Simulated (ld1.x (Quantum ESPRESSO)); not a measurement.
## Before and after: PAW potential for aluminium (Al)

```
Element                 : aluminium (Al)
Generator               : ld1.x (Quantum ESPRESSO) 7.5
Type                    : PAW
Functional              : LDA (PZ)
Relativity              : non-relativistic
Frozen core             : [Ne]
Valence charge          : 3
Reference configuration : 3s1 3p0 (charge +2)
Partial waves           : 3s (bound): rcut 1.95, rcutus 2.10 bohr; 3s channel at 1.1 Ry: rcut 1.95, rcutus 2.10 bohr; 3p (bound, empty): rcut 2.05, rcutus 2.50 bohr; 3p channel at 3.2 Ry: rcut 2.05, rcutus 2.50 bohr; 3d channel at 0.3 Ry: rcut 1.70, rcutus 1.95 bohr; 3d channel at 2.3 Ry: rcut 1.70, rcutus 1.95 bohr
Local potential         : all-electron potential smoothed inside 1.60 bohr (lloc = -1)
Core correction         : Bessel-smoothed model core inside 1.30 bohr
Augmentation charge     : PSQ, inside the norm-conserving radii
```

Change: waves 3p (bound): rcut 2.05, rcutus 3.10 bohr; 3p channel at 3.2 Ry: rcut 2.05, rcutus 3.10 bohr.

Cutoffs: the cutoffs (Ry, on a coarse ladder) from which the occupation-weighted sum of valence levels, in a spherical-Bessel basis at the reference potential, stays within 10 and 1 mRy of its value at 400 Ry; they do not see the model core or the augmentation charge, which bear on the density cutoff. Errors are all-electron minus pseudo energies relative to the spin-unpolarised reference configuration.

Q: How do hardness, ghosts and transferability respond?

A: Both files are so soft that the ladder of cutoffs tells neither apart; of the 9 tests that both files solve, the error grows in 1 and shrinks in 5 by more than 15 % and 0.3 meV (median size 14.3 → 7.6 meV); neither file shows a bound ghost.

| quantity | base | changed |
| --- | --- | --- |
| cutoff, loose | 6 Ry | 6 Ry |
| cutoff, tight | 8 Ry | 8 Ry |
| bound ghosts | none | none |
| error for 3s2 3p1, meV [ΔE -25.20 eV] | -19 | -7.6 |
| error for 3s2 3p0, meV [ΔE -19.34 eV] | -14 | -14 |
| error for 3s2 3p0.5, meV [ΔE -23.07 eV] | -18 | -14 |
| error for 3s0 3p3, meV [ΔE -14.76 eV] | -2.3 | +20 |
| error for 3s1 3p1, meV [ΔE -13.56 eV] | -6.2 | -2.3 |
| error for 3s1 3p2, meV [ΔE -20.08 eV] | -9.1 | +9.6 |
| error for 3s2 3p1.3, meV [ΔE -25.80 eV] | -19 | -2.8 |
| error for 3s1 3p0 (spin-polarised), meV [ΔE -0.43 eV] | -2.2 | -2.2 |
| error for 3s2 3p1 (spin-polarised), meV [ΔE -25.33 eV] | -19 | -7.3 |
| lowest overlap eigenvalue by channel | s 0.49, p 0.87, d 0.92 | s 0.49, p 0.81, d 0.92 |
